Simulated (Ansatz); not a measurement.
One change: `OC1N[SiH2]1` becomes `NC1N[SiH2]1`.

Ansatz, PBE0-D4/def2-TZVP geometries, multiplicity 1. Each molecule was computed in one conformer, which needn't be the lowest.

```json
{"property": "HOMO–LUMO gap (PBE/def2-TZVPP) / eV", "`OC1N[SiH2]1`": "4.43"}
{"property": "LUMO energy (B3LYP/def2-TZVPP) / eV", "`OC1N[SiH2]1`": "-0.41"}
{"property": "size of the dipole moment (ωB97M-V/def2-TZVPP) / D", "`OC1N[SiH2]1`": "0.80"}
{"property": "HOMO–LUMO gap (ωB97M-V/def2-TZVPP) / eV", "`OC1N[SiH2]1`": "10.44"}
{"property": "HOMO–LUMO gap (PBE0/def2-TZVPP) / eV", "`OC1N[SiH2]1`": "6.50"}
{"property": "size of the dipole moment (B3LYP/def2-TZVPP) / D", "`OC1N[SiH2]1`": "0.84"}
```

Task: Give the same properties after the change, and the shifts. (Estimate.)

Result: Computed: 
| property | `NC1N[SiH2]1` | shift |
| --- | --- | --- |
| HOMO–LUMO gap (PBE/def2-TZVPP) / eV | 4.53 | 0.10 |
| LUMO energy (B3LYP/def2-TZVPP) / eV | -0.39 | 0.02 |
| size of the dipole moment (ωB97M-V/def2-TZVPP) / D | 1.12 | 0.32 |
| HOMO–LUMO gap (ωB97M-V/def2-TZVPP) / eV | 10.64 | 0.20 |
| HOMO–LUMO gap (PBE0/def2-TZVPP) / eV | 6.69 | 0.19 |
| size of the dipole moment (B3LYP/def2-TZVPP) / D | 1.09 | 0.25 |

The zero-point energy changes by 34.2 kJ/mol with +3 modes. Dipoles are sizes alone; their direction can turn.

B3LYP here is the variant with VWN-RPA as its local correlation; programs differ in this.
